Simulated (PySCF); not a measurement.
Vertical excitations of a molecule C₃H₆GeO from TDA-PBE/def2-SVPD in PySCF 2.14.0, as energy in eV (oscillator strength): 5.50 (0.007), 5.73 (0.000), 6.19 (0.008), 6.22 (0.018), 6.31 (0.000), 6.42 (0.080), 6.43 (0.000), 6.54 (0.005), 6.71 (0.009), 6.85 (0.005). Lowest triplet (TDA): 5.12 eV. The structure is a stationary point at B3LYP-D3(BJ)/def2-SVP. Other conformers were not sampled.

Task: Pick the molecule that these values belong to.
A. C#C[CH2][GeH2][OH]
B. C1=C[O][GeH2][CH2]1
C. [GeH3][C]1=COC1
D. C=[CH][GeH2][CH]=O

Result: A, C#C[CH2][GeH2][OH]
